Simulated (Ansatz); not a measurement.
Consider the ligand exchange at the Si–O bond: `[OH][GeH]([OH])[O][SiH3]` + `[OH][Mg][Cl]` → `[SiH3][O][Mg][Cl]` + `[OH][GeH]([OH])[OH]`.

Gas-phase electronic energies from Ansatz, PBE0-D4/def2-TZVP geometries. CCSD(T)/CBS adds triple-zeta CCSD(T) − MP2 to the extrapolated MP2 energy (def2 sets, frozen cores). Functionals use def2-TZVPP. For Ge, Mg outer-core shells are correlated without core-valence functions, which leaves a few kJ/mol of doubt a bond. Scalar relativity is left out up to krypton. One conformer a species, not always the lowest.

```
         level  ΔE (kJ/mol)
        PBE-D4        -19.9
MP2/def2-QZVPP        -19.4
```

(1) What does CCSD(T)/CBS give? (Best estimate.)

Largest T1 diagnostic among the species: 0.012.

## Answers

(1) Computed: -20.5 kJ/mol. The listed levels differ from it by 0.6, 1.1 kJ/mol.

The D4 term adds +4.4 kJ/mol with B3LYP and +2.6 kJ/mol with PBE0; it sums over pairs of atoms, weighted by their polarisabilities, and B3LYP, whose exchange is more repulsive, gets the larger term.

B3LYP here is the variant with VWN-RPA as its local correlation; programs differ in this.
